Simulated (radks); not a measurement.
The numbers below are computed, except where a source is named.
Nb, 41 electrons, occupied as [Kr] 4d4 5s1. Code: a radial shooting solver on a logarithmic mesh with Libxc functionals. Model: scalar-relativistic Kohn-Sham, exchange-only LDA, spin-polarised, spherical densities, point nucleus; open shells are filled with parallel spins first (spin-orbit coupling, left out, can overturn this in heavy ions).

Unscreened Slater integrals over Kohn-Sham orbitals (hartree). They are taken over the spin-up orbitals. Empty in this configuration: 5p.

F0(4d,4d): 0.41201
F2(4d,4d): 0.19494
F4(4d,4d): 0.12371
F0(4d,5s): 0.29223
G2(4d,5s): 0.079441
F0(4d,4p): 0.50575
F2(4d,4p): 0.22454
G1(4d,4p): 0.26804
G3(4d,4p): 0.16069
F0(4d,4s): 0.52156
G2(4d,4s): 0.18147
F0(4d,5p): 0.22184
F2(4d,5p): 0.067405
G1(4d,5p): 0.045565
G3(4d,5p): 0.031702
F0(5s,5s): 0.24896
F0(5s,4p): 0.31693
G1(5s,4p): 0.020125
F0(5s,4s): 0.32019
G0(5s,4s): 0.012384
F0(5s,5p): 0.20294
G1(5s,5p): 0.11967
F0(4p,4p): 0.68767
F2(4p,4p): 0.35931
F0(4p,4s): 0.72669
G1(4p,4s): 0.48933
F0(4p,5p): 0.23245
F2(4p,5p): 0.038253
G0(4p,5p): 0.0072653
G2(4p,5p): 0.0090084
F0(4s,4s): 0.77385
F0(4s,5p): 0.23399
G1(4s,5p): 0.010350
F0(5p,5p): 0.17641
F2(5p,5p): 0.091264

Derived for the open shells (J is the average intra-shell exchange parameter used in DFT+U). 4d: Racah B = F2/49 - 5 F4/441 = 0.002576 hartree, C = 35 F4/441 = 0.009818 hartree, C/B = 3.81, F4/F2 = 0.635, J = (F2 + F4)/14 = 0.02276 hartree.
